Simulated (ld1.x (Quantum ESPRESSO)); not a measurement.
# Ranking TM potentials for W

All share these settings but for the change named:

tungsten (W), norm-conserving Troullier–Martins (Kleinman–Bylander form), made with ld1.x (Quantum ESPRESSO) 7.5 (PBEsol, scalar-relativistic). Core [Xe] 4f14, reference 5d4 6s1.5 6p0 (charge +0.5). Waves: 6p (bound, empty): rc 2.70 bohr; 5d (bound): rc 2.15 bohr; 6s (bound): rc 2.05 bohr. Local part: the s channel. Core correction: none.

Cutoff: the first of the cutoffs (Ry, on a coarse ladder) from which the occupation-weighted sum of valence levels, in a spherical-Bessel basis at the reference potential, stays within 10 and 1 mRy of its value at 400 Ry; the density cutoff is not measured.

The base gives 30 Ry.

Of 6 variants that were run, those that failed, showed a ghost or another fault, or gave nearly equal values are left out.

A variant can come out equal or close to the base.

**Question.** Rank these variants from softest to hardest (loose cutoff).
A. all radii scaled by about 1.23 (s 2.52, p 3.30, d 2.64 bohr)
B. all radii scaled by about 0.96 (s 1.96, p 2.58, d 2.06 bohr)
C. all radii scaled by about 1.40 (s 2.88, p 3.78, d 3.02 bohr)

**Answer.** C (21 Ry), A (25 Ry), B (30 Ry).
